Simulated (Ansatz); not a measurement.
The same redistribution along the group F, Cl, Br.

Computed with Ansatz on PBE0-D4/def2-TZVP structures; ΔE is electronic, products minus reactants. CCSD(T)/CBS adds triple-zeta CCSD(T) − MP2 to the extrapolated MP2 energy (def2 sets, frozen cores). DFT in def2-TZVPP. For Br, Ge outer-core shells are correlated without core-valence functions, which leaves a few kJ/mol of doubt a bond. Scalar relativity is left out up to krypton. Each species was taken in one conformer, which may not be the lowest.

| reaction | B97M-V (kJ/mol) | MP2/CBS(def2) (kJ/mol) |
| --- | --- | --- |
| `CN(C)[Si]F` + `[SiH3][N]([SiH3])[GeH]` → `F[Si]N([SiH3])[SiH3]` + `C[N](C)[GeH]` | -1 | -2 |
| `CN(C)[Si]Cl` + `[SiH3][N]([SiH3])[GeH]` → `[SiH3]N([SiH3])[Si]Cl` + `C[N](C)[GeH]` | 1 | 0 |
| `CN(C)[Si]Br` + `[SiH3][N]([SiH3])[GeH]` → `[SiH3]N([SiH3])[Si]Br` + `C[N](C)[GeH]` | 2 | 0 |

Give the CCSD(T)/CBS values in the same order. (Estimate.)

The calculation gave: -3, 0, 0 kJ/mol.

Largest T1 diagnostic: 0.016, for `C[N](C)[GeH]`.
